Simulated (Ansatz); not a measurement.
Cost and result for the atomization energy of `[CH3][Al-]([OH2+])([Cl])[Cl]` (10 atoms, 9 bonds).

Z-matrix (Å, degrees):
```
C
Al 1 1.934
H 1 1.094 2 110.7
H 1 1.093 2 111.6 3 -119.4
H 1 1.093 2 111.6 3 119.4
O 2 1.979 1 108.6 3 180.0
Cl 2 2.138 1 118.7 3 -73.6
Cl 2 2.138 1 118.7 3 73.5
H 6 0.968 2 108.2 1 -121.8
H 6 0.968 2 108.2 1 121.8
```

The species carries charge 0 and has multiplicity 1. The structure was optimised at the PBE0-D4/def2-TZVP level. It is one conformer, not always the lowest. Program: Ansatz. All runs use 4 threads of an Arm Neoverse V2 on a shared host. Times are those of one run each, without the atoms' runs, and a repeat can differ threefold. Electronic energies, without spin–orbit coupling; frozen cores. CCSD(T)/CBS adds CCSD(T) − MP2 in def2-TZVPP to the MP2 limit, and its time is that of the two runs behind it. T1 = 0.008. B3LYP takes the VWN-RPA correlation (the form of Gaussian; ORCA's B3LYP/G).

CCSD(T)/CBS is a level of theory with its own doubt, some kJ/mol a heavy atom from the limit and from the frozen cores, so smaller differences don't rank the functionals.

| level | functions | atomization (kJ/mol) | difference from CCSD(T)/CBS | per bond |
| --- | --- | --- | --- | --- |
| CCSD(T)/def2-TZVPP | 258 | 3447.9 | -99.1 | -11.0 |
| B97M-V/def2-TZVPP | 258 | 3550.9 | 3.9 | 0.4 |
| r2SCANh-D4/def2-TZVPP | 258 | 3528.0 | -19.0 | -2.1 |
| ωB97X-V/def2-TZVPP | 258 | 3530.5 | -16.5 | -1.8 |
| PBE-QIDH/def2-TZVPP | 258 | 3507.0 | -40.0 | -4.5 |
| LDA (SPW92)/def2-TZVPP | 258 | 3973.9 | 426.9 | 47.4 |
| B2PLYP/def2-TZVPP | 258 | 3475.0 | -72.0 | -8.0 |
| B3LYP-D4/def2-TZVPP (with forces) | 258 | 3496.7 | -50.3 | -5.6 |
| PBE-D4/def2-TZVPP (with forces) | 258 | 3549.9 | 2.9 | 0.3 |
| CCSD(T)/CBS(def2) | – | 3547.0 | 0.0 | 0.0 |
| MP2/def2-QZVPP | 474 | 3578.5 | 31.5 | 3.5 |
| PBE0-D4/def2-TZVPP | 258 | 3509.4 | -37.6 | -4.2 |
| CCSD(T)/def2-SVP | 107 | 3334.6 | -212.4 | -23.6 |

(1) Order the runs by time, with rough figures. (Estimate.)

Answers

(1) Computed: LDA (SPW92)/def2-TZVPP 1.6 s; PBE-D4/def2-TZVPP (with forces) 2.2 s; PBE0-D4/def2-TZVPP 3.1 s; CCSD(T)/def2-SVP 3.3 s; B2PLYP/def2-TZVPP 4.6 s; B3LYP-D4/def2-TZVPP (with forces) 4.7 s; PBE-QIDH/def2-TZVPP 4.7 s; r2SCANh-D4/def2-TZVPP 5.5 s; ωB97X-V/def2-TZVPP 7.5 s; B97M-V/def2-TZVPP 8 s; MP2/def2-QZVPP 17 s; CCSD(T)/def2-TZVPP 2.1 min; CCSD(T)/CBS(def2) 2.4 min.

In def2-TZVPP, CCSD(T) changes the Hartree–Fock value by +799.4 kJ/mol (the triples alone add +47.7 kJ/mol) and MP2 by +871.6 kJ/mol; breaking electron pairs costs correlation energy, which Hartree–Fock lacks. At CCSD(T), def2-SVP lies −212.4 kJ/mol from the extrapolated value and def2-TZVPP −99.1 kJ/mol: correlation converges slowly with the basis, and small sets miss more of it in the bonded molecule than in its fragments. From r2SCAN to r2SCAN0 (25 % exact exchange), in def2-TZVPP and without D4, the atomization energy moves by −48.5 kJ/mol: exact exchange takes away binding that semilocal exchange gives to molecules.
